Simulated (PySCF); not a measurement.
CH₁₀Si₄, SMILES [SiH3][Si@@H]1C[SiH2][SiH2]1.

Coordinates come from a ωB97X-D3(BJ)/def2-SVP optimisation. The structure was generated by enumeration; whether it is a known compound was not checked.

These are TDA-PBE/def2-SVPD (PySCF) values and carry that method's errors.

Vertical excitations. Isolated molecule, no solvent.

Computed UV-visible absorptions:
| state | energy (eV) | λ (nm) | f | main pairs |
|---|---|---|---|---|
| S1 | 4.96 | 250 | 0.021 | HOMO→LUMO+1 69 %, HOMO→LUMO 29 % |
| S2 | 5.15 | 241 | 0.108 | HOMO→LUMO 62 %, HOMO→LUMO+1 29 % |
| S3 | 5.66 | 219 | 0.029 | HOMO→LUMO+2 51 %, HOMO→LUMO+3 36 % |
| S4 | 5.70 | 218 | 0.033 | HOMO→LUMO+3 60 %, HOMO→LUMO+2 32 % |
| S5 | 5.85 | 212 | 0.011 | HOMO−1→LUMO+1 56 %, HOMO−1→LUMO 29 % |
| S6 | 5.90 | 210 | 0.002 | HOMO−1→LUMO 52 %, HOMO→LUMO+4 28 %, HOMO−1→LUMO+1 14 % |
| S7 | 5.99 | 207 | 0.006 | HOMO−2→LUMO 69 %, HOMO→LUMO+4 17 % |
| S8 | 6.08 | 204 | 0.021 | HOMO−2→LUMO+1 71 % |
| S9 | 6.18 | 201 | 0.016 | HOMO→LUMO+5 43 %, HOMO→LUMO+4 16 %, HOMO−2→LUMO+1 10 %, HOMO−2→LUMO 9 % |
| S10 | 6.25 | 198 | 0.116 | HOMO→LUMO+5 39 %, HOMO−2→LUMO+2 23 %, HOMO→LUMO+4 13 %, HOMO−1→LUMO+1 7 % |
| T1 | 4.49 | 276 | 0 | HOMO→LUMO 91 % |
| T2 | 4.59 | 270 | 0 | HOMO→LUMO+1 91 % |
| T3 | 4.94 | 251 | 0 | HOMO→LUMO+2 96 % |
| T4 | 5.36 | 231 | 0 | HOMO→LUMO+3 95 % |
Triplets are in the Tamm–Dancoff approximation.
